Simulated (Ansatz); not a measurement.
silanone (SMILES O=[SiH2]) moved off its minimum; all values from Ansatz (a program for electronic structure), cores frozen in correlated methods.
(charge 0, multiplicity 1)
```xyz
4

Si     0.0774    -0.4432    -0.0040
O     -0.1718     1.1190     0.0282
H     -1.0051    -1.4579     0.0172
H      1.4189    -1.0640     0.0313
```

Problem. Give the forces (eV/Å), the total energy and the dipole at CCSD(T)/aug-cc-pV(T+d)Z.

Solution. 
| atom | Fx | Fy | Fz |
|---|---|---|---|
| Si1 | -0.455 | 2.422 | 0.247 |
| O2 | 0.395 | -2.519 | -0.118 |
| H3 | 0.064 | 0.083 | -0.065 |
| H4 | -0.005 | 0.014 | -0.064 |
Energy -365.3821 hartree, dipole 3.89 D.
